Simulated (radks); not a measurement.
The numbers below are computed, except where a source is named.
Species: the gallium ion Ga26+. Configuration: [He] 2s2 2p1 (the NIST ground configuration).

Level of theory: Dirac Kohn-Sham, PBE, spin-unpolarised, spherical densities, finite nucleus; open shells fill j = l - 1/2 first; Fermi nuclear charge, rms radius 3.9973 fm (a radial shooting solver on a logarithmic mesh with Libxc functionals).

Energy parts (eV):
total: -34488.572
kinetic: 35435.767
electron-nucleus: -71846.334
Hartree: 2709.848
exchange-correlation: -787.852

Orbitals (lengths in bohr, moments of r in powers of bohr; r(90%) holds 90 % of the orbital's charge):
orbital  occ.  eigenvalue (eV)  r(90%)      <r>       <r^4>  small-component weight
1s1/2       2        -11992.97  0.0863  0.04836  0.00002524                1.26e-02
2s1/2       2        -2697.927   0.309   0.2019    0.003797                2.84e-03
2p1/2       1        -2616.191   0.276   0.1712    0.002411                2.80e-03
2p3/2       0        -2582.113   0.280   0.1742    0.002544                2.76e-03

The highest occupied level is 2p1/2 at -2616.2 eV. The electron density at the nucleus is 2.844e+04 e/bohr^3. The density falls to 0.001 e/bohr^3 at r = 0.65 bohr.
